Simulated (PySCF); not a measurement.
# C₆ coefficients of unlike pairs at PBE0

Calculated with PySCF 2.14 from the dipole response of each species, C₆(A,B) = (3/π) ∫ α_A(iu) α_B(iu) du, in atomic units, from isotropic polarisabilities. For ions this is the dispersion term alone; charge-induced terms of lower order in 1/R come first.

```csv
species,configuration,basis,relativity,α (bohr³),C₆ (like pair)
Ge,[Ar] 3d10 4s2 4p2 (3P),"x2c-TZVPPall with one added diffuse shell each of s, p, d type (7s6p5d1f)",spin-free X2C,43.36,378.3
Os(3+),[Xe] 4f14 5d5 (6S),def2-TZVPPD with the def2 core potential (60 electrons) (6s5p3d2f1g),core potential,6.532,36.06
O(3+),[He] 2s2 2p1 (2P),dyall-av3z (15s9p3d2f),spin-free X2C,1.355,1.265
Br(2+),[Ar] 3d10 4s2 4p3 (4S),"x2c-QZVPPall with one added diffuse shell each of s, p, d, f type (12s9p6d5f1g)",spin-free X2C,8.227,39.88
```

Question: Estimate C₆ for Os(3+) with Ge.

Answer: The integral gives 94.96. The combination rule 2 C_A C_B / (C_A α_B/α_A + C_B α_A/α_B) gives 92.06 and the geometric mean 116.8.

No spin-orbit coupling is included.

The other pairs:

```
          pair     C₆
 Br(2+), O(3+)  7.053
 O(3+), Os(3+)  6.726
    Br(2+), Ge  109.7
     O(3+), Ge  18.69
Br(2+), Os(3+)  37.21
```
